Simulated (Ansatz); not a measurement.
```yaml
crystal:
  periodic: [false, false, false]
  atoms:
    - {symbol: C, position_ang: [0.424952, -1.168131, 0.971124]}
    - {symbol: N, position_ang: [0.718256, -0.037316, -0.069673]}
    - {symbol: Sn, position_ang: [-0.523972, 0.895361, -0.848444]}
    - {symbol: F, position_ang: [-1.919869, -0.103562, -1.628447]}
    - {symbol: F, position_ang: [0.115000, 2.252574, -2.192649]}
    - {symbol: F, position_ang: [-1.408859, 2.120925, 0.318021]}
    - {symbol: H, position_ang: [0.327027, -0.686114, 1.911040]}
    - {symbol: H, position_ang: [-0.336718, -1.597696, 0.718220]}
    - {symbol: H, position_ang: [1.284685, -1.948150, 0.875358]}
    - {symbol: H, position_ang: [1.861536, 0.329289, 0.292533]}
basis:
  gaussian: {orbitals: def2-SVPD}
hamiltonian: {xc: {name: r2SCAN}}
```

```sh
$ ansatz run in.yaml --threads 4 --pin off --events-out ev --progress --plain --max-ram 11315MiB
```

It prints (some lines left out):

```
Functional definition: r2SCAN
1508 factors; their error is unknown
mean field evaluation 1: about -16550.0055 eV, gradient 8.3e1 eV
mean field evaluation 2: about -16518.1241 eV, gradient 1.6e2 eV
mean field evaluation 4: about -16562.7984 eV, gradient 9.3e0 eV
mean field evaluation 8: about -16562.9830 eV, gradient 1.5e-1 eV
mean field evaluation 16: about -16562.9260 eV, gradient 9.6e-4 eV
mean field -16562.92604149 eV, -608.6763052703 hartree, gradient 2.2e-5 eV, S^2 0.000000; 0 other end points of the search recorded, 0 dependent functions left out
reference -16562.92605866 eV, -608.6763059011 hartree; 33, 33 occupied and 140, 140 virtual orbitals, 1508 factors
Total energy: -16562.92605866 eV, -608.6763059011 hartree
```

Run time 3.6 s (4 threads of an Arm Neoverse V2 on a shared host); peak host memory 0.5 GiB.
